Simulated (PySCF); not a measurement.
Method: r2SCAN-D4/def2-TZVP in PySCF. Isolated molecules, 0 K electronic values unless said otherwise. One relaxed conformer stands for a flexible species; it need not be the lowest. Delta-SCF ions had no search for a lower state. 

Reference species (SMILES): `[InH3]` (neutral, multiplicity 1).

The LUMO is -2.30 eV, the vertical ionisation energy (Delta-SCF) comes out as 10.44 eV and the HOMO comes out as -7.29 eV. The HOMO–LUMO gap is 4.99 eV.

Changed species: `[NH2][InH2]` (1 of 3 H replaced by NH2; the reference has 0 of 3 H replaced by NH2).

Task: Give the shifts of the LUMO, vertical ionisation energy (Delta-SCF), HOMO and HOMO–LUMO gap.

Result: the LUMO rises by 0.83 eV, to -1.47 eV; the vertical ionisation energy (Delta-SCF) drops by 1.39 eV, to 9.05 eV; the HOMO rises by 1.44 eV, to -5.85 eV; the HOMO–LUMO gap decreases by 0.61 eV, to 4.38 eV.
